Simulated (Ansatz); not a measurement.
Several settings on one geometry of CrF2 (that of the charge 0 quintet, B3LYP-D4/def2-TZVP). Ansatz on 2 threads of Arm Neoverse V2 on a shared host; times are rough.

```csv
atom,x (Å),y (Å),z (Å)
Cr1,-0.372,-0.214,-0.006
F2,0.171,0.088,1.658
F3,0.202,0.126,-1.652
```

Totals from different functionals, basis sets or treatments of relativity can't be compared as stabilities.

The 6-31G sets use Cartesian d functions. Correlated methods freeze 7 core orbitals; core or outer-core shells of Cr are correlated, in sets that lack core-valence functions.

Give the basis size and estimate the energy, ⟨S²⟩ and time of these runs.

```
run                       method  charge    state                                                                                                                         further keys
  1        UKS B2GP-PLYP/cc-pVDZ       0  quintet                                                                         accuracy: high; scf: {lower_state_search: off}; forces asked
  2              UKS BLYP/6-31G*       0  quintet  final_grid: {core_spheres: 5, valence_spheres: 4, degree: 11}; nuclear_model: gaussian; scf: {omitted_lower_state_checks: [starts]}
  3  UKS LDA (SPW92)/def2-mTZVPP       0  quintet                 point_charges: [{charge: -1.00, position_ang: [3.815, -0.192, -0.809]}]; scf: {omitted_lower_state_checks: [starts]}
```


| run | functions | energy (Eh) | ⟨S²⟩ | wall time |
| --- | --- | --- | --- | --- |
| 1 | 71 | -1243.7888 | 6.01 | 19 s |
| 2 | 66 | -1244.1437 | 6.02 | 0.55 s |
| 3 | 81 | -1240.8104 | 6.03 | 0.7 s |
